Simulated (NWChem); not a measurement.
System: GaN2H5; SMILES [GaH]([NH2])[NH2]

```xyz
8

Ga     0.0000     0.0000    -0.3399
H      0.0000     0.0000    -1.8970
N     -1.5508     0.0000     0.6004
H     -2.4641     0.0000     0.1659
H     -1.6173     0.0000     1.6099
N      1.5508     0.0000     0.6004
H      1.6173     0.0000     1.6099
H      2.4641     0.0000     0.1659
```
Atoms are numbered in this order, from 1.

Coordinates come from a PBE0/def2-SVP optimisation. B3LYP is NWChem's, with the RPA form of VWN correlation.

Question: Give the principal values of the shielding tensors (ppm) of Ga1, N3 from B3LYP/6-31G* (spherical d), GIAO (NWChem), with their diamagnetic and paramagnetic parts as GIAO splits them.

Answer: 
```csv
atom,σ11,σ22,σ33,isotropic,diamagnetic,paramagnetic
Ga1,1442.7,1562.0,1671.3,1558.6,2643.4,-1084.8
N3,171.6,226.6,261.6,219.9,314.9,-94.9
```
